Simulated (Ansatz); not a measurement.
`[AlH2][CH2][InH2]` and `C[CH2][AlH2]` differ in one atom or group.

Ansatz, PBE0-D4/def2-TZVP geometries, multiplicity 1. 

Elements past krypton have def2 core potentials.

| property | `[AlH2][CH2][InH2]` |
| --- | --- |
| HOMO–LUMO gap (PBE0/def2-TZVPP) / eV | 5.53 |
| HOMO energy (PBE/def2-TZVPP) / eV | -6.42 |
| ideal-gas entropy at 298 K and 1 bar (rigid rotor, harmonic PBE0-D4/def2-TZVP) / J/(mol·K) | 351 |
| LUMO energy (PBE/def2-TZVPP) / eV | -2.69 |
| HOMO energy (ωB97M-V/def2-TZVPP) / eV | -9.60 |
| size of the dipole moment (PBE/def2-TZVPP) / D | 1.10 |

Q: What does the change do to each property? (An estimate is asked.)

A: The calculation gave: 
| property | `C[CH2][AlH2]` | shift |
| --- | --- | --- |
| HOMO–LUMO gap (PBE0/def2-TZVPP) / eV | 6.24 | 0.71 |
| HOMO energy (PBE/def2-TZVPP) / eV | -6.30 | 0.12 |
| ideal-gas entropy at 298 K and 1 bar (rigid rotor, harmonic PBE0-D4/def2-TZVP) / J/(mol·K) | 308 | -43 |
| LUMO energy (PBE/def2-TZVPP) / eV | -2.08 | 0.61 |
| HOMO energy (ωB97M-V/def2-TZVPP) / eV | -9.76 | -0.16 |
| size of the dipole moment (PBE/def2-TZVPP) / D | 0.83 | -0.27 |

With PBE0 the HOMO falls by 0.05 eV and the LUMO rises by 0.66 eV, so the gap widens by about 0.71 eV. PBE moves the HOMO by 0.12 eV and ωB97M-V by -0.16 eV. The zero-point energy changes by 70.2 kJ/mol with +3 modes. Dipoles are sizes alone; their direction can turn.
